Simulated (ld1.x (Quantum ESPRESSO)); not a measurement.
**What one change does to a pseudopotential (Ga, PAW)**

gallium, PAW, made with ld1.x (Quantum ESPRESSO) 7.5 (PBE, scalar-relativistic). Core [Ar], reference 3d10 4s2 4p1. Waves: 4s (bound): rcut 1.75, rcutus 2.20 bohr; 4s channel at -0.05 Ry: rcut 1.75, rcutus 2.20 bohr; 4p (bound): rcut 1.95, rcutus 2.50 bohr; 4p channel at 1.7 Ry: rcut 1.95, rcutus 2.50 bohr; 3d (bound): rcut 0.75, rcutus 1.00 bohr; 3d channel at -0.55 Ry: rcut 0.75, rcutus 1.00 bohr. Local part: all-electron potential smoothed inside 2.15 bohr (lloc = -2). Core correction: Bessel-smoothed model core inside 0.75 bohr. Augmentation charge: BESSEL, radius 0.85 bohr.

All-electron outer shells of the reference configuration (PBE, scalar-relativistic, ld1.x):

```
shell  level (eV)  outermost node (bohr)  outermost maximum (bohr)
   3s     -148.13                   0.27                      0.56
   3p      -98.86                   0.24                      0.56
   3d      -19.15                      –                      0.53
   4s       -8.95                   0.81                      1.90
   4p       -2.58                   0.87                      2.53
```

Change: waves 3d (bound): rcut 0.75, rcutus 0.92 bohr; 3d channel at -0.55 Ry: rcut 0.75, rcutus 0.92 bohr.

Cutoffs: the cutoffs (Ry, on a coarse ladder) from which the occupation-weighted sum of valence levels, in a spherical-Bessel basis at the reference potential, stays within 10 and 1 mRy of its value at 400 Ry; they do not see the model core or the augmentation charge, which bear on the density cutoff. Errors are all-electron minus pseudo energies relative to the spin-unpolarised reference configuration.

How do hardness, ghosts and transferability respond?

The potential gets harder (160 Ry and 260 Ry → 180 Ry and 300 Ry); of the 7 tests that both files solve, the error grows in 3 and shrinks in 0 by more than 15 % and 0.3 meV (median size 0.7 → 0.7 meV); neither file shows a bound ghost. A smaller radius makes the pseudo-wave follow the all-electron one further in, where it bends more sharply, so more plane waves are needed. That the errors move this way runs against the usual rule that smaller radii transfer better.

```csv
quantity,base,changed
"cutoff, loose",160 Ry,180 Ry
"cutoff, tight",260 Ry,300 Ry
loose cutoff by channel (10 mRy a level),"s 6 Ry, p 6 Ry, d 100 Ry","s 6 Ry, p 6 Ry, d 120 Ry"
bound ghosts,none,none
"error for 3d10 4s2 4p0, meV [ΔE 5.69 eV]",-0.7,-0.7
"error for 3d10 4s1 4p0, meV [ΔE 26.82 eV]",-1.5,-2.2
"error for 3d10 4s0 4p0, meV [ΔE 58.09 eV]",-12,-15
"error for 3d10 4s2 4p1.3, meV [ΔE -0.53 eV]",+0.1,+0.1
"error for 3d10 4s1 4p2, meV [ΔE 6.54 eV]",+0.1,-0.1
"error for 3d10 4s1 4p1, meV [ΔE 13.06 eV]",-0.2,-0.6
"error for 3d9 4s2 4p1, meV [ΔE 27.70 eV]",-167,-170
s: phases at 2.71 bohr within 0.05 rad from the reference energy up to (Ry; the scan ends near 5),2.9,2.9
p: phases at 2.71 bohr within 0.05 rad from the reference energy up to (Ry; the scan ends near 5),3.9,3.9
d: phases at 2.71 bohr within 0.05 rad from the reference energy up to (Ry; the scan ends near 5),to the end of the scan,to the end of the scan
lowest overlap eigenvalue by channel,"s 0.42, p 0.69, d 1.00","s 0.42, p 0.69, d 1.00"
```
